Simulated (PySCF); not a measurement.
Computed shifts of a molecule C3H3BrClF, B3LYP/pcSseg-1 (PySCF), GIAO, gas phase, equivalent atoms averaged, in ppm (number of nuclei): ¹³C: 162.9 (1), 131.2 (1), 25.6 (1). ¹⁹F: -81.6 (1). ¹H: 2.50 (3). References: ¹³C against TMS (σ = 181.3 ppm); ¹⁹F against CFCl3 (σ = 161.7 ppm); ³⁵Cl against HCl (σ = 933.3 ppm); ¹H against TMS (σ = 31.68 ppm), references at their B3LYP-D3(BJ)/def2-TZVP geometries, non-relativistic (without spin–orbit terms, shifts of atoms bonded to Cl or Br come out too high). The structure is a stationary point at B3LYP-D3(BJ)/def2-SVP. Other conformers were not sampled.

Pick the molecule that these values belong to.
A. C/C(Br)=C(\F)Cl
B. F[C@H]1C[C@]1(Cl)Br
C. C/C(F)=C(\Cl)Br
D. C/C(Cl)=C(\F)Br

A, C/C(Br)=C(\F)Cl
